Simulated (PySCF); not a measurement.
## Ionisation energy of Fe²⁵⁺ by level of theory

Fe²⁵⁺ 1s1 [1s1/2^1, M_J = 1/2] → Fe²⁶⁺ (bare nucleus), as a difference of total energies. Computed with PySCF 2.14 in an even-tempered Gaussian basis (15 s from 31 bohr⁻², ratio 2.4; 9 p from 40 bohr⁻², ratio 2.4; 3 d from 120 bohr⁻², ratio 2.6; 3 f from 180 bohr⁻², ratio 2.6), with the two-component X2C-1e Hamiltonian. "Screened" scales the spin-orbit matrix elements by Boettger's factors to mimic the two-electron term; Breit and QED terms are absent.

```json
{"method": "GHF (screened spin-orbit)", "ionisation energy (eV)": "9281.7"}
{"method": "GHF (bare spin-orbit)", "ionisation energy (eV)": "9281.7"}
```

For comparison: 9277.7 eV (theoretical estimate listed by NIST; NIST Atomic Spectra Database, ionization energies).
